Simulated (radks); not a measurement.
Ba2+, 54 electrons, occupied as [Xe].

All-electron calculation, scalar-relativistic Kohn-Sham, PBE, spin-polarised, spherical densities, finite nucleus; Fermi nuclear charge, rms radius 4.8378 fm. Program: a radial shooting solver on a logarithmic mesh with Libxc functionals.

Energy parts (eV):
part                      energy
total                 -221355.57
kinetic                233659.50
electron-nucleus      -534921.83
Hartree                 85272.33
exchange-correlation    -5365.57

Orbitals (lengths in bohr, moments of r in powers of bohr; r(max) is where P^2 peaks):
1s: occ. 2; eigenvalue (eV) -37269.11; r(max) 0.01643
2s: occ. 2; eigenvalue (eV) -5901.444; r(max) 0.09288
2p: occ. 6; eigenvalue (eV) -5293.443; r(max) 0.07463
3s: occ. 2; eigenvalue (eV) -1255.605; r(max) 0.2663
3p: occ. 6; eigenvalue (eV) -1060.657; r(max) 0.2606
3d: occ. 10; eigenvalue (eV) -777.4672; r(max) 0.2151
4s: occ. 2; eigenvalue (eV) -256.3803; r(max) 0.6250
4p: occ. 6; eigenvalue (eV) -193.4925; r(max) 0.6536
4d: occ. 10; eigenvalue (eV) -102.1612; r(max) 0.6952
5s: occ. 2; eigenvalue (eV) -45.9787; r(max) 1.471
5p: occ. 6; eigenvalue (eV) -30.9076; r(max) 1.668

The highest occupied level is 5p at -30.908 eV. The electron density at the nucleus is 3.343e+05 e/bohr^3 (large components only).
